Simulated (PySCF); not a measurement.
Compound: C₂H₇ClSi₂.
Atom-mapped SMILES: `[CH2:1]=[CH:2][SiH2:3][SiH2:4][Cl:5]`

Method used: delta-SCF UKS SCAN, pcX-2 on the ionised atom, pcseg-1 elsewhere, spin-free X2C (PySCF 2.14.0). Binding energies are ΔSCF values: E(core-ionised, relaxed orbitals) − E(ground state) at a fixed geometry, referred to the vacuum level.

Some binding energies are withheld.

```csv
atom(s),bonded to,level,binding energy (eV)
C1,C (double bond) and 2 H,C 1s,290.60
C2,"C (double bond), H and Si",C 1s,290.41
Si3,"C, 2 H and Si",Si 1s,1846.30
Si4,"Cl, 2 H and Si",Si 1s,?
Si3,"C, 2 H and Si",Si 2p3/2,?
Si4,"Cl, 2 H and Si",Si 2p3/2,107.39
Cl5,Si,Cl 1s,?
Cl5,Si,Cl 2p3/2,205.72
```

Question: Fill in Si 1s for Si4.

Answer: 1847.18 eV (chlorine-bound silicon). The other listed Si 1s value is that of Si3; the shift against it is +0.88 eV.

Question: Fill in Cl 1s for Cl5.

Answer: 2828.30 eV (silicon-bound chlorine).

Question: Fill in Si 2p3/2 for Si3.

Answer: 106.59 eV (SiH2 silicon), with 2p1/2 at 107.22 eV. The other listed Si 2p3/2 value is that of Si4; the shift against it is -0.80 eV.

The 2 C 1s values lie within 0.19 eV of each other; Gaussian lines of 0.5 eV full width would blend them into one maximum.

Question: Which effective nuclear charge Zeff reproduces each element's mean 1s value in the hydrogen-like formula E = 13.606 eV × Zeff²?

Answer: C (Z = 6): mean 290.5 eV, Zeff = 4.62, Z − Zeff = 1.38; Si (Z = 14): mean 1846.7 eV, Zeff = 11.65, Z − Zeff = 2.35; Cl (Z = 17): mean 2828.3 eV, Zeff = 14.42, Z − Zeff = 2.58. Means run over the listed sites, weighted by atom count.

Spin–orbit and ligand-field terms were added within each 2p shell after the spin-free SCF. 2p1/2 minus 2p3/2 (ligand field included): Si 0.62 eV, Cl 1.65 eV. One conformer (not necessarily the lowest) at the PBE0-D3(BJ)/def2-SVP geometry, without solvent, vibrations or thermal averaging.

On an Arm Neoverse V2 with one thread, no GPU, on a shared host, this took 40 s and 0.58 GiB of memory at its peak.

The values belong to the conformer `[CH2:1]=[CH:2][SiH2:3][SiH2:4][Cl:5]`: C1–C2–Si3–Si4 111°, C2–Si3–Si4–Cl5 178°.
